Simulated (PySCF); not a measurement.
## What went wrong, or what changed?

The sound run of [Au(NH3)2]+ (singlet) uses PySCF 2.14.0, RKS r2SCAN, Au def2-SVP with ECP60, N def2-SVP, H def2-SVP; non-relativistic Hamiltonian with scalar-relativistic core potentials where named; density fitting; no spin-orbit coupling, grid (50, 194), threshold 1e-8 and 55 cycles at the relaxed geometry. This run, with dm0 from free metal ions and neutral atoms, differs:

```python
mol = gto.M(atom='''
Au    -0.00000     0.00000    -0.00000
N     -0.00000     0.00000     2.06181
H      0.82369     0.47555     2.44543
H     -0.82369     0.47555     2.44543
H     -0.00000    -0.95111     2.44543
N      0.00000    -0.00000    -2.06181
H      0.82369    -0.47555    -2.44543
H     -0.82369    -0.47555    -2.44543
H      0.00000     0.95111    -2.44543''',
    basis={'Au': 'def2-SVP', 'N': 'def2-SVP', 'H': 'def2-SVP'},
    ecp={'Au': 'def2-SVP'},
    charge=1, spin=0)
mf = dft.RKS(mol, xc='R2SCAN')
mf.grids.atom_grid = (15, 26)
mf = mf.density_fit()  # fitting sets: Au def2-universal-JKFIT, N def2-universal-JKFIT, H def2-universal-JKFIT
mf.conv_tol = 1e-08; mf.max_cycle = 55
mf.kernel(dm0)
mf.nuc_grad_method().kernel()
```

What was changed, and how did it end?

The integration grid was changed. It converged in 8 cycles, 2.504 eV from the sound run, largest force component 9.72 eV/Å. These settings are unsound on purpose: the numbers aren't the compound's.
```
init E= -248.286688062358
cycle= 1 E= -248.425944980302  delta_E= -0.139  |g|= 0.553  |ddm|=    3
cycle= 2 E= -248.342430081642  delta_E= 0.0835  |g|= 0.842  |ddm|= 1.51
cycle= 3 E= -248.503986029771  delta_E= -0.162  |g|= 0.075  |ddm|= 0.876
cycle= 4 E= -248.504792371341  delta_E= -0.000806  |g|= 0.0415  |ddm|= 0.102
cycle= 5 E= -248.505180479451  delta_E= -0.000388  |g|= 0.00562  |ddm|= 0.0449
cycle= 6 E= -248.505187416726  delta_E= -6.94e-06  |g|= 0.000461  |ddm|= 0.00598
cycle= 7 E= -248.505187480199  delta_E= -6.35e-08  |g|= 6.43e-05  |ddm|= 0.00121
cycle= 8 E= -248.505187481555  delta_E= -1.36e-09  |g|= 8.49e-06  |ddm|= 0.000135
Extra cycle  E= -248.50518748155  delta_E= 5.8e-12  |g|= 1.16e-05  |ddm|= 2.26e-05
converged SCF energy = -248.50518748155
```

Run from Python with OMP_NUM_THREADS=2; the lines above give its settings. Where DIIS fails, smearing, a level shift and second-order steps follow.
It took 2.1 s on 2 threads of Arm Neoverse V1 (shared host).

No frequency check is given that shows the relaxed geometry to be a minimum.
